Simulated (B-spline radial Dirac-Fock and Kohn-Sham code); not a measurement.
Z = 38 (strontium), transition energy 72.3 keV. These are calculated numbers from a B-spline atomic structure program; the model is a Dirac-Hartree-Slater potential of the neutral atom with a Latter tail (no hole, which puts coefficients of high multipoles low close above an edge), finite nucleus with surface currents. Subshells that would emit electrons below 1 keV are left out.

**Question.** A pure transition shows α(K) = 0.233, L1/L2 = 12.7 and L1/L3 = 7.79. What is its multipolarity?
A. E2
B. M4
C. E3
D. M3
E. E1
F. E4
G. M2
H. M1

**Answer.** E. For comparison, α(K), L1/L2, L1/L3 are E2 2.69, 1.86, 1.30; E3 25.1, 0.380, 0.285; E4 225, 0.109, 0.0845; M1 0.356, 17.5, 50.3; M2 4.74, 9.90, 7.65; M3 52.6, 6.33, 1.96; M4 571, 4.53, 0.891.
